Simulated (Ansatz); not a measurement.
Start from `C[SiH](N)[GeH2][NH2]` and change one atom or group to get `C[SiH](N)O[SiH3]`.

Ansatz, PBE0-D4/def2-TZVP geometries, multiplicity 1. Each molecule was computed in one conformer, which needn't be the lowest.

Scalar relativity is left out up to krypton.

| property | `C[SiH](N)[GeH2][NH2]` |
| --- | --- |
| HOMO energy (PBE/def2-TZVPP) / eV | -5.72 |
| HOMO energy (PBE0/def2-TZVPP) / eV | -7.06 |
| size of the dipole moment (B3LYP/def2-TZVPP) / D | 0.96 |
| HOMO–LUMO gap (PBE0/def2-TZVPP) / eV | 7.05 |
| size of the dipole moment (PBE/def2-TZVPP) / D | 1.05 |
| LUMO energy (ωB97M-V/def2-TZVPP) / eV | 1.59 |

Give the same properties after the change, and the shifts. (Best estimate.)

Computed: 
| property | `C[SiH](N)O[SiH3]` | shift |
| --- | --- | --- |
| HOMO energy (PBE/def2-TZVPP) / eV | -6.19 | -0.47 |
| HOMO energy (PBE0/def2-TZVPP) / eV | -7.65 | -0.59 |
| size of the dipole moment (B3LYP/def2-TZVPP) / D | 1.44 | 0.48 |
| HOMO–LUMO gap (PBE0/def2-TZVPP) / eV | 8.02 | 0.97 |
| size of the dipole moment (PBE/def2-TZVPP) / D | 1.48 | 0.43 |
| LUMO energy (ωB97M-V/def2-TZVPP) / eV | 1.91 | 0.32 |

With PBE0 the HOMO falls by 0.59 eV and the LUMO rises by 0.38 eV, so the gap widens by about 0.97 eV. PBE moves the HOMO by -0.47 eV and ωB97M-V by -0.80 eV. Dipoles are sizes alone; their direction can turn.

B3LYP here is the variant with VWN-RPA as its local correlation; programs differ in this.
